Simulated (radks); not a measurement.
Spherical quantum dot in the effective-mass picture: electrons in a hard-walled sphere of radius 8.26, all in effective atomic units (hartree* = m*/eps^2 hartree, bohr* = eps/m* bohr), one dielectric constant everywhere. Method: non-relativistic Kohn-Sham, LDA (Slater exchange, Perdew-Wang correlation), spin-polarised, spherical densities; computed with a radial shooting solver with Libxc functionals. Levels are named by radial order and angular momentum (1s, 1p, 1d, 2s, ...), and open shells are averaged over m. Each electron was tried in the lowest free levels, single moves between levels near the top were tried too, and the lowest total energy was kept; such a search can miss a lower state. At N = 1 the Hartree and exchange-correlation terms need not cancel, so that row can carry a self-interaction error.

\begin{tabular}{lrrrrrrr}
N & open shells & 2S & E (hartree*) & mu = E(N) - E(N-1) (hartree*) & addition energy mu(N+1) - mu(N) (hartree*) & e(HOMO) (hartree*) & rms radius (bohr*) \\ \hline
1 & 1s(up 1, down 0) & 1 & 0.0730371 & 0.073037 & 0.1731 & 0.14558 & 4.479 \\
2 & none & 0 & 0.319173 & 0.24614 & 0.2028 & 0.31953 & 4.841 \\
3 & 1p(up 1, down 0) & 1 & 0.768104 & 0.44893 & 0.1434 & 0.52002 & 5.175 \\
4 & 1p(up 2, down 0) & 2 & 1.36048 & 0.59237 & 0.1456 & 0.66503 & 5.367 \\
5 & 1p(up 3, down 0) & 3 & 2.09848 & 0.73800 & 0.1755 & 0.81102 & 5.504 \\
6 & 1p(up 3, down 1) & 2 & 3.01200 & 0.91352 & 0.1407 & 0.98351 & 5.612 \\
7 & 1p(up 3, down 2) & 1 & 4.06624 & 1.0542 & 0.1422 & 1.1252 & 5.699 \\
8 & none & 0 & 5.26268 & 1.1964 & 0.2091 & 1.2677 & 5.772 \\
9 & 1d(up 1, down 0) & 1 & 6.66817 & 1.4055 & 0.1399 & 1.4754 & 5.849 \\
10 & 1d(up 2, down 0) & 2 & 8.21361 & 1.5454 & 0.1403 & 1.6155 & 5.914 \\
11 & 1d(up 3, down 0) & 3 & 9.89931 & 1.6857 & 0.1404 & 1.7559 & 5.970 \\
12 & 1d(up 4, down 0) & 4 & 11.7254 & 1.8261 & 0.1404 & 1.8963 & 6.020 \\
13 & 1d(up 5, down 0) & 5 & 13.6919 & 1.9665 & 0.1708 & 2.0367 & 6.064 \\
14 & 1d(up 5, down 1) & 4 & 15.8292 & 2.1373 & 0.1379 & 2.2062 & 6.103 \\
15 & 1d(up 5, down 2) & 3 & 18.1044 & 2.2752 & 0.1382 & 2.3443 & 6.139 \\
16 & 1d(up 5, down 3) & 2 & 20.5179 & 2.4134 & 0.1384 & 2.4826 & 6.172 \\
17 & 1d(up 5, down 4) & 1 & 23.0697 & 2.5519 & 0.1385 & 2.6211 & 6.203 \\
18 & none & 0 & 25.7601 & 2.6904 & 0.2204 & 2.7597 & 6.231 \\
19 & 1f(up 1, down 0) & 1 & 28.6709 & 2.9108 & 0.1372 & 2.9793 & 6.261 \\
20 & 1f(up 2, down 0) & 2 & 31.7188 & 3.0480 & 0.1373 & 3.1166 & 6.289 \\
21 & 1f(up 3, down 0) & 3 & 34.9041 & 3.1852 & 0.1373 & 3.2539 & 6.314 \\
22 & 1f(up 4, down 0) & 4 & 38.2266 & 3.3225 & 0.1373 & 3.3912 & 6.338 \\
23 & 1f(up 5, down 0) & 5 & 41.6864 & 3.4598 & 0.1373 & 3.5284 & 6.361 \\
24 & 1f(up 6, down 0) & 6 & 45.2834 & 3.5971 & 0.1372 & 3.6657 & 6.382 \\
25 & 1f(up 7, down 0) & 7 & 49.0177 & 3.7343 & 0.1676 & 3.8029 & 6.402 \\
26 & 1f(up 7, down 1) & 6 & 52.9195 & 3.9019 & 0.1358 & 3.9697 & 6.421 \\
27 & 1f(up 7, down 2) & 5 & 56.9572 & 4.0377 & 0.1359 & 4.1056 & 6.439 \\
28 & 1f(up 7, down 3) & 4 & 61.1308 & 4.1736 & 0.1360 & 4.2415 & 6.456 \\
29 & 1f(up 7, down 4) & 3 & 65.4403 & 4.3095 & 0.1360 & 4.3775 & 6.472 \\
30 & 1f(up 7, down 5) & 2 & 69.8859 & 4.4455 & 0.1360 & 4.5135 & 6.487 \\
31 & 1f(up 7, down 6) & 1 & 74.4674 & 4.5815 & 0.1360 & 4.6496 & 6.502 \\
32 & none & 0 & 79.1850 & 4.7176 & 0.2337 & 4.7856 & 6.516 \\
33 & 1g(up 1, down 0) & 1 & 84.1363 & 4.9513 & 0.1352 & 5.0189 & 6.531 \\
34 & 1g(up 2, down 0) & 2 & 89.2228 & 5.0865 & 0.1352 & 5.1541 & 6.546 \\
35 & 1g(up 3, down 0) & 3 & 94.4445 & 5.2217 & 0.1352 & 5.2893 & 6.559 \\
36 & 1g(up 4, down 0) & 4 & 99.8014 & 5.3569 & 0.1352 & 5.4245 & 6.573 \\
37 & 1g(up 5, down 0) & 5 & 105.294 & 5.4921 & - & 5.5597 & 6.585 \\
\end{tabular}

All shells are closed at N = 2, 8, 18, 32 (there: 1s2 1p6 1d10 1f14); the second difference of the energy has clear peaks (12 % above both neighbours; the first and last values, which can be the largest, are not judged, and half-filled shells can peak too) at N = 2, 5, 8, 13, 18, 25, 32.
